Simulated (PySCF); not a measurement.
**Manganese: highly charged ions in a basis for the neutral atom**

Mn(23+) 1s2, Mn(24+) 1s1. Computed with PySCF 2.14 in def2-TZVP, with no relativity, point nucleus. No spin-orbit coupling, so a gap to NIST mixes the basis error with missing relativistic terms.

Changed run: basis of the neutral atom used for a highly charged ion. This setting is unsound on purpose.

```
species  method  sound run (hartree)  changed run (hartree)  converged
Mn(23+)     UHF              not run             -609.46591        yes
Mn(23+)     LDA              not run             -607.54463        yes
Mn(23+)   M06-L              not run             -609.71119        yes
Mn(24+)     UHF              not run             -312.42291        yes
Mn(24+)     LDA              not run             -311.39011        yes
Mn(24+)   M06-L              not run             -312.50939        yes
```

Ionisation energy of Mn(23+):

| method | changed run (eV) | NIST (eV) |
| --- | --- | --- |
| UHF | 8083.0 | 8140.8 |
| LDA | 8058.8 | 8140.8 |
| M06-L | 8087.3 | 8140.8 |

The contracted functions were made for the neutral atom and can be too rigid for a highly charged ion.
